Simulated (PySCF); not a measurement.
Isomers of C2H10OS2Si2, mass 169.971 u with the commonest isotopes. Level of theory: CAM-B3LYP/def2-SVPD in PySCF (dipole) on a GFN2-xTB geometry, gas phase. One conformer each, none proved a minimum here; rigid rotors.

**Question.** Order these by radius of gyration √(Σ m r²/M), largest first.
A. `[OH:1][SiH2:2][SiH2:3][S:4][CH2:5][CH2:6][SH:7]` with H–O1–Si2–Si3 180°, O1–Si2–Si3–S4 175°, Si2–Si3–S4–C5 -63°, Si3–S4–C5–C6 -162°, S4–C5–C6–S7 70°
B. `[CH3:1][S:2][SiH2:3][O:4][CH2:5][S:6][SiH3:7]` with C1–S2–Si3–O4 178°, S2–Si3–O4–C5 177°, Si3–O4–C5–S6 -66°, O4–C5–S6–Si7 -55°
C. `[CH3:1][O:2][SiH2:3][S:4][SiH2:5][S:6][CH3:7]` with C1–O2–Si3–S4 -47°, O2–Si3–S4–Si5 -168°, Si3–S4–Si5–S6 -166°, S4–Si5–S6–C7 -39°
D. `[CH3:1][O:2][CH2:3][S:4][SiH2:5][S:6][SiH3:7]` with C1–O2–C3–S4 77°, O2–C3–S4–Si5 39°, C3–S4–Si5–S6 162°, S4–Si5–S6–Si7 24°

**Answer.** A (2.740 Å), C (2.621 Å), B (2.472 Å), D (2.416 Å).

**Question.** Order these by rotational constant B, smallest first.
A. `[OH:1][SiH2:2][SiH2:3][S:4][CH2:5][CH2:6][SH:7]` with H–O1–Si2–Si3 180°, O1–Si2–Si3–S4 175°, Si2–Si3–S4–C5 -63°, Si3–S4–C5–C6 -162°, S4–C5–C6–S7 70°
B. `[CH3:1][O:2][CH2:3][S:4][SiH2:5][S:6][SiH3:7]` with C1–O2–C3–S4 77°, O2–C3–S4–Si5 39°, C3–S4–Si5–S6 162°, S4–Si5–S6–Si7 24°
C. `[CH3:1][S:2][SiH2:3][O:4][CH2:5][S:6][SiH3:7]` with C1–S2–Si3–O4 178°, S2–Si3–O4–C5 177°, Si3–O4–C5–S6 -66°, O4–C5–S6–Si7 -55°
D. `[CH3:1][O:2][SiH2:3][S:4][SiH2:5][S:6][CH3:7]` with C1–O2–Si3–S4 -47°, O2–Si3–S4–Si5 -168°, Si3–S4–Si5–S6 -166°, S4–Si5–S6–C7 -39°

**Answer.** A (431.3 MHz), D (489.0 MHz), C (567.2 MHz), B (594.2 MHz).

**Question.** Order these by dipole moment, smallest first.
A. `[CH3:1][O:2][SiH2:3][S:4][SiH2:5][S:6][CH3:7]` with C1–O2–Si3–S4 -47°, O2–Si3–S4–Si5 -168°, Si3–S4–Si5–S6 -166°, S4–Si5–S6–C7 -39°
B. `[CH3:1][O:2][CH2:3][S:4][SiH2:5][S:6][SiH3:7]` with C1–O2–C3–S4 77°, O2–C3–S4–Si5 39°, C3–S4–Si5–S6 162°, S4–Si5–S6–Si7 24°
C. `[OH:1][SiH2:2][SiH2:3][S:4][CH2:5][CH2:6][SH:7]` with H–O1–Si2–Si3 180°, O1–Si2–Si3–S4 175°, Si2–Si3–S4–C5 -63°, Si3–S4–C5–C6 -162°, S4–C5–C6–S7 70°
D. `[CH3:1][S:2][SiH2:3][O:4][CH2:5][S:6][SiH3:7]` with C1–S2–Si3–O4 178°, S2–Si3–O4–C5 177°, Si3–O4–C5–S6 -66°, O4–C5–S6–Si7 -55°

**Answer.** D (0.90 D), A (1.34 D), B (2.45 D), C (3.83 D).

| SMILES | point group | Ia (u·Å²) | Ib (u·Å²) | Ic (u·Å²) | κ | μa (D) | μb (D) | μc (D) |
| --- | --- | --- | --- | --- | --- | --- | --- | --- |
| CO[SiH2]S[SiH2]SC | C1 | 154.18 | 1033.59 | 1148.26 | -0.97 | 1.03 | 0.86 | 0.05 |
| CS[SiH2]OCS[SiH3] | C1 | 207.35 | 891.00 | 978.92 | -0.95 | 0.56 | 0.28 | 0.65 |
| O[SiH2][SiH2]SCCS | C1 | 163.58 | 1171.65 | 1216.76 | -0.99 | 3.07 | 2.27 | 0.32 |
| COCS[SiH2]S[SiH3] | C1 | 197.39 | 850.58 | 936.74 | -0.95 | 1.94 | 1.22 | 0.88 |
